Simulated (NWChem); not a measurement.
System: CH₆SSi; SMILES CS[SiH3]

Input file for NWChem:

```
start job
memory heap 200 mb stack 900 mb global 1100 mb
geometry units angstroms noautosym nocenter noautoz
  Si     0.153505     1.346889     0.000236
  S     -0.719478    -0.607201     0.000171
  C      0.789058    -1.629718     0.001306
  H     -0.988436     2.305423    -0.001004
  H      1.005074     1.567165     1.210952
  H      1.007053     1.566371    -1.209231
  H      1.395637    -1.454555    -0.898857
  H      0.458142    -2.677114     0.002871
  H      1.396123    -1.452042     0.900651
end
basis spherical
  * library def2-svpd
end
dft
  xc xpbe96 cpbe96
  iterations 150
end
property
  response 1 0.0
end
task dft property
```

NWChem printed, in part:

```
             Northwest Computational Chemistry Package (NWChem) 7.3.0
             --------------------------------------------------------

                             Geometry "geometry" -> ""
                             -------------------------

 Output coordinates in angstroms (scale by  1.889725989 to convert to a.u.)

  No.       Tag          Charge          X              Y              Z
 ---- ---------------- ---------- -------------- -------------- --------------
    1 Si                  14.0000     0.15350500     1.34688900     0.00023600
    2 S                   16.0000    -0.71947800    -0.60720100     0.00017100
    3 C                    6.0000     0.78905800    -1.62971800     0.00130600
    4 H                    1.0000    -0.98843600     2.30542300    -0.00100400
    5 H                    1.0000     1.00507400     1.56716500     1.21095200
    6 H                    1.0000     1.00705300     1.56637100    -1.20923100
    7 H                    1.0000     1.39563700    -1.45455500    -0.89885700
    8 H                    1.0000     0.45814200    -2.67711400     0.00287100
    9 H                    1.0000     1.39612300    -1.45204200     0.90065100

 Effective nuclear repulsion energy (a.u.)     152.1647902339

  pbe96 is a nonlocal functional; adding pw91lda local functional.
                              NWChem Property Module
                              ----------------------

                                 NWChem DFT Module
                                 -----------------

 Summary of "ao basis" -> "ao basis" (spherical)
 ------------------------------------------------------------------------------
       Tag                 Description            Shells   Functions and Types
 ---------------- ------------------------------  ------  ---------------------
 Si                        def2-svpd                10       24   5s3p2d
 S                         def2-svpd                11       27   5s4p2d
 C                         def2-svpd                 8       20   4s2p2d
 H                         def2-svpd                 4        8   2s2p

            General Information
            -------------------
          SCF calculation type: DFT
          Wavefunction type:  closed shell.
          No. of atoms     :     9
          No. of electrons :    42
           Alpha electrons :    21
            Beta electrons :    21
          Charge           :     0
          Spin multiplicity:     1
          Use of symmetry is: off; symmetry adaption is: off
          Maximum number of iterations: 150
          AO basis - number of functions:   119
                     number of shells:    53
          Convergence on energy requested:  1.00D-06
          Convergence on density requested:  1.00D-05
          Convergence on gradient requested:  5.00D-04

              XC Information
              --------------
          PerdewBurkeErnzerhof Exchange Functional  1.000
            Perdew 1991 LDA Correlation Functional  1.000 local
           PerdewBurkeErnz. Correlation Functional  1.000 non-local

             Grid Information
             ----------------
          Grid used for XC integration:  medium
          Radial quadrature: Mura-Knowles
          Angular quadrature: Lebedev.
          Tag              B.-S. Rad. Rad. Pts. Rad. Cut. Ang. Pts.
          ---              ---------- --------- --------- ---------
          Si                  1.10       88          11.0       590
          S                   1.00       88          11.0       590
          C                   0.70       49          12.0       434
          H                   0.35       45          13.0       434
          Grid pruning is: on
          Number of quadrature shells:   495
          Spatial weights used:  Erf1

      Superposition of Atomic Density Guess
      -------------------------------------

 Sum of atomic energies:        -726.71129396

      Non-variational initial energy
      ------------------------------

 Total energy =    -727.963280
 1-e energy   =   -1305.584504
 2-e energy   =     425.456434
 HOMO         =      -0.288804
 LUMO         =       0.033706

   convergence    iter        energy       DeltaE   RMS-Dens  Diis-err
 ---------------- ----- ----------------- --------- --------- ---------
 d= 0,ls=0.0,diis     1   -728.7484443015 -8.81D+02  8.90D-03  3.40D-01
 d= 0,ls=0.0,diis     2   -728.7500867385 -1.64D-03  5.86D-03  1.94D-01
 d= 0,ls=0.0,diis     3   -728.7706699422 -2.06D-02  2.29D-03  7.85D-02
 d= 0,ls=0.0,diis     4   -728.7825482919 -1.19D-02  4.91D-04  2.10D-03
 d= 0,ls=0.0,diis     5   -728.7828969609 -3.49D-04  1.30D-04  1.28D-04
  Resetting Diis
 d= 0,ls=0.0,diis     6   -728.7829145931 -1.76D-05  4.98D-05  2.11D-05
 d= 0,ls=0.0,diis     7   -728.7829177063 -3.11D-06  2.99D-05  1.30D-06
 d= 0,ls=0.0,diis     8   -728.7829174110  2.95D-07  1.81D-05  3.07D-06
 d= 0,ls=0.0,diis     9   -728.7829179465 -5.35D-07  1.91D-06  2.94D-08

         Total DFT energy =     -728.782917946489
      One electron energy =    -1308.258601242562
           Coulomb energy =      481.109816444822
    Exchange-Corr. energy =      -53.798923382653
 Nuclear repulsion energy =      152.164790233903

 Numeric. integr. density =       41.999988007542

[...]

 DFT Linear Response polarizability / au
 Frequency  =       0.0000000 / au
              X              Y              Z
 -----------------------------------------------
 X      62.8973081     -0.8720446      0.0038269
 Y      -0.8720284     78.8940988     -0.0057824
 Z       0.0038269     -0.0057824     56.2312129
 -----------------------------------------------
 Eigenvalues =      62.8499120     78.9414983     56.2312094
 Isotropic   =      66.0075399
 Anisotropic =      20.2299728
 -----------------------------------------------

 Magnetic Dipole Response Matrix (nonzero elements):

 Exiting AOResponse driver routine
```

Level: PBE/def2-SVPD. All runs use the structure optimised with PBE0/def2-SVP.
